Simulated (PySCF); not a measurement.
Vibration and rotation of Be₂⁺

ROHF-CCSD(T) constants of Be₂⁺, ²Σu⁺ (doublet), unpaired electrons σ ↑ (PySCF, no relativity, basis sets Be aug-pcseg-1; masses 9.0122 and 9.0122 u):

| Item | Value |
| --- | --- |
| ωe | 482.2 cm⁻¹ |
| ωexe | 6.95 cm⁻¹ |
| Be | 0.73184 cm⁻¹ |
| αe | 0.0138 cm⁻¹ |
| D (centrifugal) | 6.74e-06 cm⁻¹ |
| De to Be⁺ + Be | 1.56 eV |

Task: Give the vibrational terms G(v) and spacings up to v = 6.

Result: G(v) = ωe(v+½) − ωexe(v+½)².

| v | G(v) (cm⁻¹) | G(v) − G(v−1) | Bv (cm⁻¹) |
| --- | --- | --- | --- |
| 0 | 239 |  | 0.7249 |
| 1 | 708 | 468 | 0.7111 |
| 2 | 1162 | 454 | 0.6973 |
| 3 | 1603 | 440 | 0.6835 |
| 4 | 2029 | 427 | 0.6697 |
| 5 | 2442 | 413 | 0.6559 |
| 6 | 2841 | 399 | 0.6421 |

Task: How well does the Morse estimate ωe²/(4ωexe) reproduce De, and what is D0?

Result: It gives 1.04 eV, 66 % of the computed De. D0 = De − G(0) = 1.56 − 0.03 = 1.53 eV.

Correlated steps freeze no core orbitals. Correlated levels converge slowly with the basis: in double zeta they bind strong bonds too weakly, by up to about 1 eV, and carry superposition errors of some tenths. The state is the lowest determinant that a PBE0 search found; another state may lie lower at other levels.
